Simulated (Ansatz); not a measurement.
Relaxation of AlH₆NO₃ (11 atoms, charge 0, multiplicity 1), to a largest force component of 0.03 eV/Å in at most 50 steps.

All numbers below come from RKS B3LYP-D4/def2-SVP in Ansatz 0.2.0.

```xyz
11
Properties=species:S:1:pos:R:3:forces:R:3
Al -0.013 -0.484 0.135 -0.10 0.70 0.81
O -0.263 -0.296 1.862 0.00 -0.27 -0.74
H -1.021 -0.721 2.281 0.12 0.09 -0.02
O 1.600 -0.638 -0.380 -0.02 -0.02 0.07
H 1.849 -0.670 -1.307 -0.01 0.00 -0.02
O -1.273 -0.755 -0.979 0.03 -0.01 0.02
H -2.201 -0.528 -0.881 0.01 0.00 0.02
N 0.122 2.516 0.905 -0.07 -0.90 0.32
H 1.024 2.990 0.946 0.02 0.02 -0.02
H -0.605 3.226 1.010 0.03 -0.03 -0.01
H 0.068 1.887 1.730 -0.01 0.40 -0.44
```

**Question.** Where does it end, and by what steps?

**Answer.** The run converged. The force dipped under the threshold on the way, but the program's further checks kept it going. After 12 steps the energy has fallen by 1.085 eV; H10 moved furthest, 0.97 Å. Joined: Al1–N8.

```tsv
step	energy less start (eV)	largest force component (eV/Å)	accepted
0	0.0000	0.899	yes
1	-0.2060	0.691	yes
2	-0.4636	0.667	yes
3	-0.7349	0.540	yes
4	-0.8673	1.194	yes
5	-0.9466	0.975	yes
6	-1.0479	0.329	yes
7	-1.0755	0.096	yes
8	-1.0817	0.042	yes
9	-1.0841	0.013	yes
10	-1.0810	0.375	no
11	-1.0846	0.089	yes
12	-1.0849	0.019	yes
```

```xyz
11
Properties=species:S:1:pos:R:3
Al -0.112 0.090 0.362
O -0.603 -0.451 1.934
H -0.275 -1.273 2.307
O 1.514 -0.231 -0.143
H 1.696 -0.693 -0.965
O -1.311 0.178 -0.884
H -2.147 -0.289 -0.806
N 0.100 2.048 0.818
H 1.064 2.333 0.638
H -0.528 2.623 0.255
H -0.111 2.192 1.808
```

The run took 38 s on 2 threads of Arm Neoverse V1, on a shared host, peak memory 0.21 GiB.
